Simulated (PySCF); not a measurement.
iodine (I2), SMILES II.

Coordinates come from a B3LYP-D3(BJ)/def2-TZVP optimisation. The def2 effective core potentials stand for the cores of I; spin–orbit coupling is left out.

These are TDDFT-B3LYP/def2-TZVPD (PySCF 2.14.0) values and carry that method's errors.

Vertical excitations; the highest root listed may be one member of a degenerate set. Gas-phase values at a fixed geometry. State labels are in the subgroup D2h.

```csv
state,symmetry,energy (eV),λ (nm),f,main pairs
S1,B2u,2.11,588,0.002,HOMO→LUMO (degenerate set)
S2,B3u,2.11,588,0.002,HOMO−1→LUMO (degenerate set)
S3,B3g,3.72,333,0.000,HOMO−3→LUMO (degenerate set)
S4,B2g,3.72,333,0.000,HOMO−2→LUMO (degenerate set)
S5,B2g,6.40,194,0.000,HOMO−1→LUMO+1 (degenerate set)
S6,B3g,6.40,194,0.000,HOMO→LUMO+1 (degenerate set)
S7,B1u,6.61,188,0.487,HOMO−4→LUMO 76 %
S8,B2u,6.81,182,0.068,HOMO→LUMO+2 (degenerate set)
S9,B3u,6.81,182,0.068,HOMO−1→LUMO+2 (degenerate set)
S10,B1u,7.04,176,0.000,"HOMO→LUMO+3 50 %, HOMO−1→LUMO+4 50 %"
T1,B3u,1.56,794,0,HOMO−1→LUMO (degenerate set)
T2,B2u,1.56,794,0,HOMO→LUMO (degenerate set)
T3,B3g,3.16,392,0,HOMO−3→LUMO (degenerate set)
T4,B2g,3.16,392,0,HOMO−2→LUMO (degenerate set)
```
Triplets are in the Tamm–Dancoff approximation, which puts them higher than full response would, so one can lie above its singlet here.
